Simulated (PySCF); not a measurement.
Several molecules and their computed UV-vis stick spectra, shuffled. Method used: TDDFT wB97X-D/def2-SVPD, vertical, gas phase, core orbitals frozen in the response (PySCF 2.14.0, density-fitted response routines). Geometries: PBE0-D3(BJ)/def2-SVP; one conformer of each isolated species. Triplets are in the Tamm–Dancoff approximation. Atoms past krypton carry core potentials; spin–orbit coupling is left out.

A. `BCCC` (C3H9B)
B. `[NH]([Sn]([Cl])([Cl])[Cl])C` (CH4Cl3NSn)
C. `[H][Zr]([F])([F])[F]` (F3HZr)
D. `[CH3][GeH2][Ge@H]([PH2])[GeH2][Cl]` (CH10ClGe3P)
E. `N#Cc1ccc(B(F)F)cc1` (C7H4BF2N)

Lowest singlet levels (six at most, fewer where fewer were computed) with oscillator strengths:

1. 218 nm (f 0.018); 209 nm (f 0.045); 198 nm (f 0.204); 195 nm (f 0.129); 188 nm (f 0.075); 185 nm (f 0.006)
2. 228 nm (f 0.017); 227 nm (f 0.017); 174 nm (f 0.025); 174 nm (f 0.026); 169 nm (f 0.235); 144 nm (f 0.172); T1 4.92 eV
3. 251 nm (f 0.031); 230 nm (f 0.377); 196 nm (f 0.000); 186 nm (f 0.302); 184 nm (f 0.002); 181 nm (f 0.590)
4. 210 nm (f 0.000); 206 nm (f 0.002); 164 nm (f 0.020); 155 nm (f 0.000); 141 nm (f 0.033); 140 nm (f 0.004); T1 5.35 eV
5. 289 nm (f 0.035); 223 nm (f 0.002); 216 nm (f 0.023); 213 nm (f 0.024); 209 nm (f 0.056); 206 nm (f 0.036); T1 3.77 eV

Question: Match each spectrum to its molecule.

Answer: 1 = D, 2 = C, 3 = E, 4 = A, 5 = B.
- A: S1 at 5.92 eV, HOMO-1→LUMO (88%), HOMO-3→LUMO (9%); Löwdin shares by element: HOMO carbon 53%, boron 26% (atoms not listed hold the other 21%); LUMO boron 55%, hydrogen 21% or more, carbon 15% or more; HOMO -10.72 and LUMO 0.72 eV.
- B: S1 at 4.29 eV, HOMO→LUMO (95%); Löwdin shares by element: HOMO nitrogen 60%, carbon 14%, hydrogen 6% or more, chlorine 6% or more; LUMO chlorine 59%, tin 27%; HOMO -9.70 and LUMO -1.11 eV.
- C: S1 at 5.44 eV, HOMO→LUMO (99%); for S1 the Löwdin share of zirconium is 44% in HOMO and 75% in LUMO; HOMO -11.04 and LUMO -0.10 eV; point group C3v.
- D: S1 at 5.68 eV, HOMO→LUMO (81%), HOMO-1→LUMO (12%); Löwdin shares by element: HOMO phosphorus 39%, germanium 36% or more, carbon 6% (atoms not listed hold the other 19%); LUMO germanium 42% or more, chlorine 20%, phosphorus 14% (atoms not listed hold the other 24%); HOMO -9.02 and LUMO 0.68 eV.
- E: S1 at 4.93 eV, HOMO-1→LUMO (79%), HOMO→LUMO+1 (20%); Löwdin shares by element: HOMO carbon 48% or more, nitrogen 15% (atoms not listed hold the other 37%); LUMO carbon 41% or more, boron 10% (atoms not listed hold the other 49%); HOMO -10.02 and LUMO -0.91 eV; point group C2v, 1 of its 6 listed states under f = 0.0005.
